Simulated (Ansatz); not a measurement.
Reaction: C2H3N (SMILES [C-]#[N+]C) → C2H2N (SMILES [C-]#[N+][CH2], doublet) + H (doublet) (the C-H bond breaks)
Each species at its own B3LYP-D3(BJ)/def2-TZVP minimum (Ansatz, a first-principles code).

Total energies in hartree (Ansatz). Radicals and triplets start from unrestricted determinants; spin-orbit coupling is neglected. Cores are frozen in correlated methods. No relativity. For partners of very few electrons the exact lower level stands in for a higher one. The UHF reference of C2H2N ([C-]#[N+][CH2], doublet) is spin-contaminated (<S^2> up to 0.08 over the pure value in the sets run).

```csv
species,HF/cc-pVTZ,CCSD(T)/cc-pVTZ,HF/cc-pVQZ,CCSD(T)/cc-pVQZ,CCSD(T)/cc-pVDZ,CCSDT(Q)/cc-pVDZ
1: C2H3N (SMILES C[N+]#[C-]),-131.94224,-132.48885,-131.95127,-132.52698,-132.35912,-132.36101
"2: C2H2N (SMILES [CH2][N+]#[C-], doublet)",-131.31713,-131.82555,-131.32595,-131.86225,-131.70180,-131.70412
3: H (doublet),-0.49981,-0.49981,-0.49995,-0.49995,-0.49928,-0.49928
```

Problem. Work out the bond dissociation energy (electronic) in kcal/mol: take Hartree-Fock from cc-pVQZ, extrapolate the CCSD(T) correlation energy as X^-3 (X = 3, 4), and add CCSDT(Q) - CCSD(T) in cc-pVDZ. 1 hartree = 627.51 kcal/mol.

Solution. 
Species 1: correlation (64·(-0.57571) - 27·(-0.54661))/37 = -0.59695; step -0.00189; E1 = -131.95127 + (-0.59695) + (-0.00189) = -132.55011
Species 2: correlation (64·(-0.53630) - 27·(-0.50842))/37 = -0.55664; step -0.00232; E2 = -131.32595 + (-0.55664) + (-0.00232) = -131.88491
Species 3: correlation (64·(0.00000) - 27·(0.00000))/37 = 0.00000; step +0.00000; E3 = -0.49995 + (0.00000) + (+0.00000) = -0.49995
-1·E1 +1·E2 +1·E3 = 0.16525 hartree = 103.7 kcal/mol.
